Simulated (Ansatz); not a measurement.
```xyz
9

O     0.592    1.666   -0.543
Si   -0.129    0.240   -0.768
F    -1.528    0.539   -1.435
F     0.684   -0.672   -1.773
C    -0.387   -0.711    0.808
Cl    1.180   -0.802    1.667
H     1.415    1.687   -0.052
H    -1.099   -0.216    1.469
H    -0.727   -1.731    0.629
```

The species carries charge 0 and has multiplicity 1.

(1) List the PBE0/def2-TZVPP orbital energies in eV (Ansatz 0.2.0). (Estimate.)

## Answers

(1) The calculation gave: Occupied: -2767.91, -1804.83, -674.27, -674.20, -523.42, -280.04, -259.72, -198.07, -197.83, -197.82, -146.90, -101.62, -101.59, -101.54, -33.98, -33.45, -28.97, -24.42, -19.47, -16.69, -15.08, -14.33, -13.75, -13.39, -12.96, -12.75, -12.56, -12.12, -11.75, -10.86, -10.31, -9.08, -8.73. Lowest empty: -0.09, 0.57, 1.58, 2.04, 2.41, 2.54, 3.36, 4.18.
